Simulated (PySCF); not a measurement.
## C₆ coefficients of unlike pairs at wB97X-V

Calculated with PySCF 2.14 from the dipole response of each species, C₆(A,B) = (3/π) ∫ α_A(iu) α_B(iu) du, in atomic units, from isotropic polarisabilities. For ions this is the dispersion term alone; charge-induced terms of lower order in 1/R come first.

| species | configuration | basis | relativity | α (bohr³) | C₆ (like pair) |
| --- | --- | --- | --- | --- | --- |
| Li | [He] 2s1 (2S) | aug-cc-pCVQZ-DK (9s8p6d4f2g) | spin-free X2C | 159.7 | 1341 |
| Si⁺ | [Ne] 3s2 3p1 (2P) | dyall-av2z (13s9p2d) | none | 19.36 | 103.7 |
| I³⁺ | [Kr] 4d10 5s2 5p2 (3P) | aug-cc-pwCVDZ-PP with ECP28MDF (6s5p4d1f) | core potential | 10.13 | 55.88 |
| Sb²⁺ | [Kr] 4d10 5s2 5p1 (2P) | def2-QZVPPD with the def2 core potential (28 electrons) (8s6p5d4f1g) | core potential | 15.93 | 100.5 |

Problem. Estimate C₆ for Sb²⁺ with I³⁺.

Solution. The integral gives 74.34. The combination rule 2 C_A C_B / (C_A α_B/α_A + C_B α_A/α_B) gives 74.01 and the geometric mean 74.94.

No spin-orbit coupling is included.

The other pairs:

```
     pair     C₆
Sb²⁺, Si⁺  99.21
 Sb²⁺, Li  237.7
  I³⁺, Li  157.5
  Si⁺, Li  276.0
 I³⁺, Si⁺  71.30
```
